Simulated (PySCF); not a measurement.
H6Mo, charge -1, multiplicity 2. Atoms are numbered in the order given.

```xyz
7

Mo     0.0000     0.0000     0.0737
H     -1.7529     0.0000     0.5527
H      0.0000     1.4603    -0.7541
H     -0.8679     0.0000    -1.3468
H      1.7529     0.0000     0.5527
H      0.8679     0.0000    -1.3468
H      0.0000    -1.4603    -0.7541
```
Charge -1, spin multiplicity 2.

Geometry: r2SCAN-D4/def2-TZVPD. A frequency run showed that this geometry is not a minimum. The multiplicity is an assumed one; other spin states were not compared. The def2 effective core potentials stand for the cores of Mo; spin–orbit coupling is left out.

Computed with PBE/def2-TZVPD (PySCF).

Mulliken values depend strongly on the basis, most of all with diffuse functions as here. ESP charges are fitted to the potential on shells at 1.4 to 2.0 van der Waals radii. Atomic charges (e):

```
atom  Mulliken  ESP fit  Mulliken spin
----  --------  -------  -------------
Mo1      -1.47      ___           1.29
H2       -0.03      ___          -0.03
H3        0.12      ___          -0.04
H4        0.15      ___          -0.08
H5       -0.03      ___          -0.03
H6        0.15      ___          -0.08
H7        0.12      ___          -0.04
```

Question: What belongs in the gaps? (Estimate from the structure and the level; the computed values follow.)

Answer: 
- Mo1, ESP fit: 0.94
- H2, ESP fit: -0.48
- H3, ESP fit: -0.30
- H4, ESP fit: -0.18
- H5, ESP fit: -0.48
- H6, ESP fit: -0.18
- H7, ESP fit: -0.30
